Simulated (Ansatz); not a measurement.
Born–Oppenheimer molecular dynamics of FGeH3 (5 atoms, charge 0, multiplicity 1). It starts from a relaxed structure.

Computed with RKS r2SCAN-D4/def2-SVP in Ansatz 0.2.0.

```json
{"ensemble": "NVE (velocity Verlet)", "time step": "0.5 fs", "steps asked": "500", "starting velocities drawn for": "500 K", "masses": "H 2.014 u", "seed": "673173"}
```

Frames 5 fs apart, positions in Å.

Velocities at 40 fs (Å/ps):

```
Ge 0.36 1.10 0.20
F -0.42 -2.21 -1.45
H -11.93 -2.91 -0.01
H 3.09 -8.34 -7.93
H -0.22 -7.52 14.35
```

```xyz
5
Properties=species:S:1:pos:R:3 time_fs=40 energy_less_start_eV=0.124 T=181
Ge -0.006 0.005 -0.067
F 0.000 -0.010 1.697
H 1.504 -0.093 -0.523
H -0.708 1.344 -0.469
H -0.579 -1.337 -0.383
5
Properties=species:S:1:pos:R:3 time_fs=45 energy_less_start_eV=0.101 T=241
Ge -0.003 0.011 -0.065
F -0.002 -0.019 1.688
H 1.429 -0.089 -0.518
H -0.691 1.277 -0.511
H -0.615 -1.386 -0.335
5
Properties=species:S:1:pos:R:3 time_fs=50 energy_less_start_eV=0.116 T=202
Ge 0.001 0.013 -0.061
F -0.003 -0.025 1.677
H 1.413 -0.058 -0.528
H -0.705 1.228 -0.568
H -0.683 -1.390 -0.323
5
Properties=species:S:1:pos:R:3 time_fs=55 energy_less_start_eV=0.067 T=328
Ge 0.002 0.009 -0.056
F -0.003 -0.026 1.670
H 1.482 -0.013 -0.555
H -0.763 1.230 -0.634
H -0.740 -1.308 -0.341
5
Properties=species:S:1:pos:R:3 time_fs=60 energy_less_start_eV=0.123 T=183
Ge 0.003 0.004 -0.054
F -0.001 -0.021 1.670
H 1.510 0.035 -0.558
H -0.805 1.220 -0.663
H -0.791 -1.218 -0.391
5
Properties=species:S:1:pos:R:3 time_fs=65 energy_less_start_eV=0.081 T=291
Ge 0.005 0.002 -0.055
F 0.002 -0.012 1.677
H 1.452 0.075 -0.523
H -0.799 1.179 -0.630
H -0.851 -1.200 -0.474
5
Properties=species:S:1:pos:R:3 time_fs=70 energy_less_start_eV=0.129 T=168
Ge 0.005 -0.001 -0.059
F 0.006 -0.002 1.688
H 1.413 0.094 -0.485
H -0.778 1.172 -0.562
H -0.872 -1.215 -0.554
5
Properties=species:S:1:pos:R:3 time_fs=75 energy_less_start_eV=0.046 T=381
Ge 0.001 -0.006 -0.062
F 0.009 0.009 1.697
H 1.478 0.091 -0.475
H -0.781 1.245 -0.489
H -0.816 -1.211 -0.598
5
Properties=species:S:1:pos:R:3 time_fs=80 energy_less_start_eV=0.099 T=246
Ge -0.004 -0.010 -0.065
F 0.011 0.018 1.701
H 1.535 0.066 -0.470
H -0.774 1.329 -0.412
H -0.716 -1.209 -0.611
5
Properties=species:S:1:pos:R:3 time_fs=85 energy_less_start_eV=0.078 T=298
Ge -0.006 -0.009 -0.067
F 0.012 0.022 1.699
H 1.497 0.028 -0.451
H -0.726 1.343 -0.336
H -0.641 -1.268 -0.624
5
Properties=species:S:1:pos:R:3 time_fs=90 energy_less_start_eV=0.156 T=98
Ge -0.007 -0.004 -0.066
F 0.012 0.022 1.691
H 1.430 -0.007 -0.439
H -0.672 1.310 -0.293
H -0.601 -1.345 -0.626
5
Properties=species:S:1:pos:R:3 time_fs=95 energy_less_start_eV=0.119 T=194
Ge -0.008 -0.003 -0.063
F 0.011 0.016 1.681
H 1.455 -0.029 -0.462
H -0.674 1.321 -0.315
H -0.579 -1.357 -0.591
```

Of the whole run (250 fs, mean temperature of the second half 260 K): The conserved energy stayed within 0.085 meV per atom of its start (net change 0.032 meV per atom), so the integration is sound. Over the second half the temperature averaged 0.52 of the 500 K drawn at the start: a run that starts near a minimum puts about half its kinetic energy into the potential. A run of 0.25 ps of so small a system gives no equilibrium averages.

Time of the run: 18 min on 1 thread of Arm Neoverse V2 (shared host), peak memory 0.11 GiB.
